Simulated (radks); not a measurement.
The cadmium ion Cd+, configuration [Kr] 4d10 5s1. Calculated with a radial shooting solver on a logarithmic mesh with Libxc functionals: scalar-relativistic Kohn-Sham, PBE, spin-polarised, spherical densities, finite nucleus; open shells are filled with parallel spins first (spin-orbit coupling, left out, can overturn this in heavy ions); Fermi nuclear charge, rms radius 4.6087 fm.

X-ray form factor f0, the Fourier transform of the density (f0(0) = 47):

| sin(theta)/lambda (1/angstrom) | f0 (electrons) |
|---|---|
| 0.05 | 46.314 |
| 0.1 | 44.453 |
| 0.15 | 41.859 |
| 0.2 | 38.959 |
| 0.25 | 36.043 |
| 0.3 | 33.275 |
| 0.4 | 28.486 |
| 0.5 | 24.802 |
| 0.6 | 22.073 |
| 0.8 | 18.388 |
| 1 | 15.669 |
| 1.25 | 12.652 |
| 1.5 | 10.087 |
| 2 | 6.862 |
